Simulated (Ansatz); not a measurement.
H3OSi (SMILES [O][SiH3]) moved off its minimum; all values from Ansatz (an electronic-structure program), cores frozen in correlated methods. Open shells are unrestricted.
(charge 0, multiplicity 2)
```xyz
5

O      1.19627    -0.00114    -0.01958
Si    -0.53964     0.06306     0.01110
H     -0.92920     1.39729    -0.09294
H     -0.76867    -0.39961     1.42624
H     -1.13020    -0.85682    -0.90124
```

Forces at PBE/def2-TZVPP (eV/Å):

| atom | Fx | Fy | Fz |
|---|---|---|---|
| O1 | -1.588 | -0.018 | 0.021 |
| Si2 | 3.160 | -1.140 | 1.205 |
| H3 | -0.827 | 1.949 | -0.318 |
| H4 | -0.048 | -0.044 | 0.020 |
| H5 | -0.697 | -0.748 | -0.927 |

Q: Give the forces (eV/Å), the total energy and the dipole at CCSD(T)/cc-pV(T+d)Z.

A: 
```json
[
 {"atom": "O1", "Fx": "-1.420", "Fy": "0.001", "Fz": "-0.109"},
 {"atom": "Si2", "Fx": "2.683", "Fy": "-1.226", "Fz": "1.719"},
 {"atom": "H3", "Fx": "-0.710", "Fy": "1.664", "Fz": "-0.418"},
 {"atom": "H4", "Fx": "-0.034", "Fy": "0.064", "Fz": "-0.373"},
 {"atom": "H5", "Fx": "-0.519", "Fy": "-0.503", "Fz": "-0.820"}
]
```
Energy -365.9204 hartree, dipole 1.93 D.
